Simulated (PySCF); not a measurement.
# Electron correlation in Ti³⁺ (titanium, charge +3)

[Ar] 3d1, 2D determinant. Computed with PySCF 2.14 in def2-TZVPPD (6s6p4d2f1g, 67 functions), with the non-relativistic Hamiltonian (point nucleus). Frozen: [Ne]; 9 electrons correlated.

| level | correlation energy (mhartree) |
| --- | --- |
| CCSD | -235.37 |
| (T) | -4.24 |
| CCSD(T) | -239.61 |

Diagnostics: T1 = 0.0029, D1 = 0.0090, largest double amplitude 0.039.

Cost of the coupled-cluster step: about 6 core-seconds, for 9 correlated electrons.

This basis was not built for core-valence correlation, so the inner-shell part is incomplete.
